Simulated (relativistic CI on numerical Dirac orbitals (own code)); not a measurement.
Slater and spin-orbit integrals, Au XXIX

Calculated at this level of theory: Dirac-Coulomb-Breit CI, separate exchange-only KLI orbitals for each configuration, QED by a radiative potential, unscaled Slater integrals (own radial code, finite nucleus).

Slater integrals F^k, G^k are unscaled and averaged over j, outside the closed core [Ar] 3d10 4p6 4d10; ζ comes from projecting the Hamiltonian with its Breit term on Σ l·s of the shell.

- 4s²4f⁵: F^2(4f,4f) = 256340, F^4(4f,4f) = 166770, F^6(4f,4f) = 121850, ζ(4f) = 11660 cm⁻¹; <r>(4f) = 0.4072, <r^2>(4f) = 0.1905 (bohr units).
- 4s²4f⁴5s: F^2(4f,4f) = 258950, F^4(4f,4f) = 168570, F^6(4f,4f) = 123200, ζ(4f) = 11938, G^3(4f,5s) = 35872 cm⁻¹; <r>(4f) = 0.4037, <r^2>(4f) = 0.1872, <r>(5s) = 0.7295, <r^2>(5s) = 0.593 (bohr units).
- 4s²4f³5s²: F^2(4f,4f) = 261780, F^4(4f,4f) = 170540, F^6(4f,4f) = 124680, ζ(4f) = 12218 cm⁻¹; <r>(4f) = 0.4, <r^2>(4f) = 0.1836 (bohr units).

Averages of the first 8 configurations, taken without configuration mixing, which lowers the lowest level and can move excited configurations by several eV; other configurations of the list can lie among them:

```
Configuration  Parity  States  Average energy above the lowest level (eV)
       4s²4f⁵     odd    2002                                        23.9
     4s²4f⁴5s    even    2002                                       166.2
    4s²4f³5s²     odd     364                                       319.8
     4s²4f⁴5p     odd    6006                                       240.3
   4s²4f³5s5p    even    4368                                       390.8
    4s²4f³5p²     odd    5460                                       467.9
        4s4f⁶    even    6006                                       718.2
     4s²4f⁴6s    even    2002                                       482.6
```
